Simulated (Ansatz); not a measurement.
Cartesian coordinates in Å:
```
C 1.417 1.724 -1.829
O 1.785 0.739 -0.900
Zn 0.681 -0.318 -0.030
O -0.262 -1.484 0.882
Si -1.584 -1.631 1.813
H 0.786 2.507 -1.390
H 0.888 1.312 -2.698
H 2.329 2.205 -2.197
H -1.533 -2.928 2.539
H -2.830 -1.596 0.994
H -1.678 -0.530 2.816
```

The species carries charge 0 and has multiplicity 1.

**Question.** List the PBE0/def2-TZVPP orbital energies in eV (Ansatz 0.2.0). (Estimate.)

**Answer.** The calculation gave: Occupied: -9459.64, -1802.65, -1153.13, -1015.49, -1015.48, -1015.36, -522.33, -522.31, -279.20, -144.89, -134.00, -99.58, -99.54, -99.54, -89.85, -89.82, -89.66, -27.50, -26.76, -18.79, -16.00, -15.28, -15.24, -15.12, -15.12, -14.18, -12.53, -12.26, -11.84, -11.42, -10.45, -10.41, -8.57, -8.42, -8.10, -7.67. Lowest empty: -1.27, 0.07, 0.15, 1.03, 1.92, 1.95, 2.11, 2.23.
